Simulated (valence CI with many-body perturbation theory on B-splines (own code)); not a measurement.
Values are calculated unless marked as measured or tabulated.
Sensitivity of CI+MBPT for Pt VII

Method: relativistic CI+MBPT: four valence electrons over a frozen Dirac-Fock core [Xe] 4f14, radial functions for each j: 6 s, 6 p, 5 d, 5 f, 1 g, with the one-electron correlation potential Σ1, the two-electron term Σ2, the three-electron term Σ3, Breit, model QED; selected CI, second order for the rest, scaled by the run's own slope (own B-spline code, finite nucleus).

No measured spectrum was set against this ion. As an estimate, terms of the open shell hold to 2 to 4 % of their energy, and close levels can change places; different configurations can be misplaced against each other by 1,000 to 8,000 cm⁻¹. Only levels of the ground parity were solved; by the run's estimate the other parity begins above the list, which can be wrong where configurations are misplaced.

The reference run has the lowest level 5d4 5D_0 and an ionisation energy of 92.6033 eV. Its largest variational space holds 9996 state functions.

Names give the largest LS component (configuration and term), which can be under half, so a name can repeat, a term be missing and a line seem to break the LS rules; names also repeat where a configuration has a term twice.

Changed runs:
A. logarithmic knot step 0.27 → 0.33
B. highest l in the core sums 6 → 4
C. correlating orbitals by l 3 3 3 3 1 → 4 4 3 0 0
D. Davidson tolerance 2e-05 → 0.03 (bad on purpose)

Excitation energies of the reference run in cm⁻¹, and shifts in cm⁻¹:

```
                 Level  Reference        A        B        C         D
              5d4 5D_1       7279     -1.2      +89     -361      -0.5
              5d4 5D_2      13035     -1.9     +135     -435      -1.0
              5d4 5D_3      17143     -2.1     +148     -335      -1.2
              5d4 5D_4      19117     -1.8     +131     +8.1      -1.7
              5d4 3P_0      26870     -2.1      +41     +380      -0.3
              5d4 3H_4      28291     -2.4     +221     +292      -1.6
              5d4 3G_3      32878     -2.4     +199     +711      -2.6
              5d4 3F_2      33913     -2.3      +96    +1011      -2.9
              5d4 3H_5      35047     -2.8     +279     +500      -2.3
              5d4 3P_1      35899     -2.8      +67     +735      -1.5
              5d4 3H_6      38050     -3.0     +310     +596      -2.2
              5d4 3G_4      41507     -3.1     +250     +737      -2.5
Ionisation energy (eV)    92.6033  -0.0039  +0.1363  -0.1935  +9.6e-05
```
